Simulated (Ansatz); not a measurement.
## Dissociation curves of AlH2Br (SMILES [H][Al]([H])[Br])

The species is AlH2Br (4 atoms), meant as a singlet with charge 0. As SMILES, `[H][Al]([H])[Br]`. Geometry: a GFN2-xTB relaxation, a rough one for these elements and not checked as a minimum.

```xyz
4

Al    0.0860    0.1433    0.0012
H     1.6199    0.1412    0.0119
H    -0.6406    1.4941   -0.0212
Br   -1.0652   -1.7787    0.0081
```

The Al1–H3 distance is scanned; the parts on either side stay rigid. Basis STO-3G, 14 core orbitals frozen in the correlated methods; program Ansatz 0.2.0. FCI is exact within this basis and core. Energies in eV from each method's value at 1.534 Å; methods without a U are spin-restricted. The shape above is that at 1.534 Å.

| distance (Å) | revPBE | r2SCAN | r2SCAN0 | CCSD | FCI |
| --- | --- | --- | --- | --- | --- |
| 1.534 | 0.00 | 0.00 | 0.00 | 0.00 | 0.00 |
| 1.917 | 1.09 | 1.22 | 1.34 | 1.24 | 1.23 |
| 2.301 | 2.80 | 3.06 | 3.33 | 2.99 | 2.95 |
| 3.068 | 5.38 | 5.84 | 6.40 | 4.85 | 4.74 |
| 3.835 | 6.49 | 7.02 | 7.77 | 5.14 | 4.98 |

Departure from the FCI curve at its largest: revPBE +1.50 eV at 3.83 Å; r2SCAN +2.04 eV at 3.83 Å; r2SCAN0 +2.79 eV at 3.83 Å; CCSD +0.16 eV at 3.83 Å. Restricted functionals keep the electrons paired too, and rise too high.
